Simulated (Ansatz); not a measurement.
`[Br][Zn][Br]` + NH₃ → `[NH2][Zn][Br]` + HBr at 500 K and 1 bar (ligand exchange at a Zn–Br bond).

Computed with Ansatz on PBE0-D4/def2-TZVP structures; ΔE is electronic, products minus reactants. CBS: MP2 limit from def2 TZ/QZ plus the TZ coupled-cluster correction, frozen cores. This one scheme is used for every species. For Br, Zn outer-core shells are correlated without core-valence functions, which leaves a few kJ/mol of doubt a bond. Scalar relativity is left out up to krypton. Each species was taken in one conformer, which may not be the lowest.

```json
{"species": "`[Br][Zn][Br]`", "CCSD(T)/CBS energy (Eh)": "-6925.13790", "H − E (kJ/mol)": "31.8", "S (J/(mol·K))": "331.3"}
{"species": "NH₃", "CCSD(T)/CBS energy (Eh)": "-56.50880", "H − E (kJ/mol)": "108.2", "S (J/(mol·K))": "211.8"}
{"species": "`[NH2][Zn][Br]`", "CCSD(T)/CBS energy (Eh)": "-4407.67573", "H − E (kJ/mol)": "98.0", "S (J/(mol·K))": "346.2"}
{"species": "HBr", "CCSD(T)/CBS energy (Eh)": "-2573.91920", "H − E (kJ/mol)": "30.5", "S (J/(mol·K))": "213.7"}
```

H − E and S are ideal-gas, rigid-rotor, harmonic terms from PBE0-D4/def2-TZVP, for one conformer and one mirror image of each species. 1 Eh = 2625.50 kJ/mol, R = 8.31446 J/(mol·K).

Problem. By hand: ΔE, ΔH, ΔS and ΔG.

Solution. ΔE = (-4407.67573) + (-2573.91920) − (-6925.13790) − (-56.50880) = 0.05177 Eh = 135.9 kJ/mol. Δ(H − E) = 98.0 + 30.5 − 31.8 − 108.2 = -11.5, so ΔH = 124.4 kJ/mol. ΔS = 346.2 + 213.7 − 331.3 − 211.8 = 16.8 J/(mol·K). ΔG = 124.4 − 500 × (16.8)/1000 = 116.0 kJ/mol.

Problem. By hand: the equilibrium constant, and the temperature at which ΔG would vanish if ΔH and ΔS stayed fixed.

Solution. log₁₀ K = −ΔG/(RT ln 10) = -12.1. ΔG = 0 at ΔH/ΔS = 7405 K, far beyond where these terms or the molecules hold.

ΔH outweighs TΔS. A doubt of 5 kJ/mol in ΔE shifts log₁₀ K by 0.5 here. Other conformers and mirror images would add mixing entropy, several J/(mol·K) or more a flexible species. These are equilibria of isolated gas molecules and say nothing of rates. Largest T1 diagnostic: 0.012 (customary marks: 0.02 for closed shells, 0.045 for open ones).
